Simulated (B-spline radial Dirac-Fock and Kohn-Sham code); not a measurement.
Form factor and incoherent scattering function of Cd²¹⁺

System: the Cd²¹⁺ ion, [Ar] 3d9.

Level of theory: Dirac-Fock densities; an atomic code on a B-spline grid. f₀ is the Fourier transform of the spherical electron density, S the Waller-Hartree incoherent function, and s = sin θ/λ. The electron scattering factor follows from the Mott-Bethe formula f_e = 0.023934 Å⁻¹·(Z − f₀)/s².

```
s (Å⁻¹)      f₀       S  f_e (Å)
      0  27.000   0.000        –
   0.09  26.861   0.118   62.461
   0.11  26.793   0.177   41.947
   0.13  26.712   0.246   30.148
   0.15  26.617   0.326   22.745
   0.17  26.510   0.418   17.797
    0.2  26.325   0.574   12.969
   0.23  26.113   0.754    9.903
   0.26  25.873   0.955    7.834
    0.3  25.515   1.256    5.980
   0.35  25.007   1.678    4.492
   0.41  24.319   2.246    3.372
   0.47  23.556   2.869    2.648
   0.54  22.589   3.649    2.086
   0.63  21.254   4.711    1.613
   0.73  19.699   5.927    1.271
   0.84  17.968   7.264    1.019
   0.97  15.978   8.790    0.815
   1.13  13.724  10.534    0.642
    1.3  11.661  12.190    0.515
   1.51   9.637  13.955    0.403
   1.74   8.035  15.574    0.316
   2.02   6.752  17.189    0.242
```

f₀ starts at the number of electrons, 27, and has fallen to half at s ≈ 1.15 Å⁻¹. The sum of ⟨r²⟩ over the electrons is 2.331 bohr². For an ion f_e diverges as s goes to zero, because of the net charge.

Values without a named source are computed, but for edge energies of neutral atoms, which are taken from tables.
